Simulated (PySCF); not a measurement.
Job for PySCF: R-B3LYP/3-21G on BClFHSe (SMILES FB(Cl)[SeH]), a point of a torsion scan.

```python
from pyscf import gto, scf, dft, mp
from pyscf.data.elements import chemcore

mol = gto.M(
    atom='''
    F    -1.02424715    1.35138607   -0.22772730
    B    -0.67019788    0.15543255    0.19573147
    Cl   -1.77450774   -1.12599368   -0.03020165
    Se    1.21365032   -0.07998118    0.66510329
    H     1.02231347   -0.78763424    1.90414651
    ''',
    basis='3-21g',
    charge=0, spin=0, verbose=3, max_memory=1800)
mf = dft.RKS(mol, xc='b3lyp')
mf.conv_tol = 1e-8
mf.max_cycle = 100
mf.kernel()
if not mf.converged:
    mf = mf.newton().run(mf.mo_coeff, mf.mo_occ)
```

The log:

```
converged SCF energy = -2972.91194387964
```

The calculation finished and met its thresholds.

Cost: around 4 core-seconds (rough).
